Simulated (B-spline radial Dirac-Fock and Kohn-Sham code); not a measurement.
# The free gallium atom: differential elastic cross section for positrons at 12.6 keV

Model: relativistic (Dirac) partial waves in the static field of the Dirac-Fock atom, without polarisation or absorption potentials. Program: a radial finite-basis atomic code.

The run's input, task.json:

```json
{"items": [{
  "Z": 31,
  "q": 0,
  "cfg": [[1, 0, 2], [2, 0, 2], [2, 1, 6], [3, 0, 2], [3, 1, 6], [3, 2, 10], [4, 0, 2], [4, 1, 1]],
  "A": 69,
  "rrms": 3.9973,
  "do": "elastic",
  "energies": [[12600.0, 1]],
  "theta": [5, 10, 15, 20, 25, 30, 35, 40, 45, 50, 55, 60, 65, 70, 75, 80, 85, 90, 95, 100, 105, 110, 115, 120, 125, 130, 135, 140, 145, 150, 155, 160, 165, 170, 175]
}]}
```

Command: `python xray2_run.py task.json out`

```
θ (°)  dσ/dΩ (a₀²/sr)
    5            8.51
   10            1.33
   15           0.352
   20           0.133
   25          0.0614
   30          0.0324
   35          0.0188
   40          0.0118
   45         0.00779
   50         0.00541
   55         0.00390
   60         0.00291
   65         0.00222
   70         0.00174
   75         0.00139
   80         0.00113
   85        0.000933
   90        0.000784
   95        0.000668
  100        0.000576
  105        0.000503
  110        0.000445
  115        0.000397
  120        0.000358
  125        0.000326
  130        0.000300
  135        0.000278
  140        0.000261
  145        0.000246
  150        0.000234
  155        0.000224
  160        0.000217
  165        0.000211
  170        0.000207
  175        0.000205
```

The total elastic cross section is 1.13 a₀², the first transport cross section 0.0209 a₀² and the second, weighted with (3/2) sin²θ, 0.0487 a₀². The mean deflection is ⟨1 − cos θ⟩ = 0.0185, and 0.22 % of the collisions scatter beyond 90°.

Phase shifts modulo π (rad) for κ = −1 to −5: 0.594, 1.310, -1.436, -1.176, -0.989.

Values without a named source are computed, but for edge energies of neutral atoms, which are taken from tables.
